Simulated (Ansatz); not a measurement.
Species: H₃BPO, charge 0, doublet. H3BPO (SMILES [O]BP, doublet).
B3LYP-D3(BJ)/def2-TZVP minimum from Ansatz (a first-principles code):
```
B
O 1 1.2569
H 1 1.1935 2 136.39
P 1 2.0584 3 115.11 2 -178.35
H 4 1.4146 1 99.19 3 171.96
H 4 1.4196 5 94.77 1 96.57
```
Charge 0, spin multiplicity 2.

Total energies in hartree (Ansatz). Radicals and triplets start from unrestricted determinants; spin-orbit coupling is neglected. Correlated methods leave the cores frozen. No relativity. Where a partner has so few electrons that a lower coupled-cluster level is exact, that level stands in. The UHF reference of H3BOP ([O]BP, doublet) is spin-contaminated (<S^2> up to 0.05 over the pure value in the sets run).

```csv
species,HF/cc-pV(T+d)Z,CCSD(T)/cc-pV(T+d)Z,HF/cc-pV(Q+d)Z,CCSD(T)/cc-pV(Q+d)Z,CCSD(T)/cc-pV(D+d)Z,CCSDT(Q)/cc-pV(D+d)Z
"1: H3BPO (SMILES B([O])P, doublet)",-442.07803,-442.60593,-442.08891,-442.64932,-442.46275,-442.46640
2: B (doublet),-24.53207,-24.59810,-24.53297,-24.60084,-24.58941,-24.58977
3: H (doublet),-0.49981,-0.49981,-0.49995,-0.49995,-0.49928,-0.49928
4: O (triplet),-74.81176,-74.97396,-74.81729,-74.99357,-74.90995,-74.91013
5: P (quartet),-340.71631,-340.82157,-340.71872,-340.82830,-340.79336,-340.79376
```

**Question.** Work out the atomisation energy (electronic, to ground-state atoms) in kJ/mol: take Hartree-Fock from cc-pV(Q+d)Z, extrapolate the CCSD(T) correlation energy as X^-3 (X = 3, 4), and add CCSDT(Q) - CCSD(T) in cc-pV(D+d)Z. 1 hartree = 2625.5 kJ/mol.

**Answer.** 
Species 1: correlation (64·(-0.56041) - 27·(-0.52790))/37 = -0.58413; step -0.00365; E1 = -442.08891 + (-0.58413) + (-0.00365) = -442.67669
Species 2: correlation (64·(-0.06787) - 27·(-0.06603))/37 = -0.06921; step -0.00036; E2 = -24.53297 + (-0.06921) + (-0.00036) = -24.60254
Species 3: correlation (64·(0.00000) - 27·(0.00000))/37 = 0.00000; step +0.00000; E3 = -0.49995 + (0.00000) + (+0.00000) = -0.49995
Species 4: correlation (64·(-0.17628) - 27·(-0.16220))/37 = -0.18655; step -0.00018; E4 = -74.81729 + (-0.18655) + (-0.00018) = -75.00402
Species 5: correlation (64·(-0.10958) - 27·(-0.10526))/37 = -0.11273; step -0.00040; E5 = -340.71872 + (-0.11273) + (-0.00040) = -340.83185
-1·E1 +1·E2 +3·E3 +1·E4 +1·E5 = 0.73843 hartree = 1938.7 kJ/mol.
